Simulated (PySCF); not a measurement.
Rows and methods have been separated. Pair them.

Compound: C₃H₁₀BN.
SMILES: `CC(C)BN`

The closed-shell ground state was solved 4 times with PySCF (density fitting, gas phase), always in the pcJ-1 basis (235 functions), with these functionals: B97-2, BHandHLYP, HF and LDA. Geometry: PBE0-D3(BJ)/def2-SVP, one conformer, isolated molecule.

```
row  total energy (Eh)  HOMO (eV)  LUMO (eV)  dipole (D)
  P          -199.8739      -9.26       1.82        1.80
  Q          -199.9330      -7.69       0.78        1.85
  R          -198.6106     -11.28       4.33        1.68
  S          -198.1218      -6.63      -0.49        1.99
```

Question: Which functional belongs to which row?

Answer: P = BHandHLYP, Q = B97-2, R = HF, S = LDA. By rising HOMO–LUMO gap: LDA (LDA) 6.14 eV; B97-2 (global hybrid, 21 % exact exchange) 8.47 eV; BHandHLYP (global hybrid, 50 % exact exchange) 11.08 eV; HF (all exact exchange) 15.61 eV. Total energies of different functionals aren't bounds to one another; each is stationary for its own functional.

Conformer computed: `[CH3:1][CH:2]([CH3:3])[BH:4][NH2:5]`: C1–C2–B4–N5 -122°, H–N5–B4–C2 -179°, H–N5–B4–C2 0°.
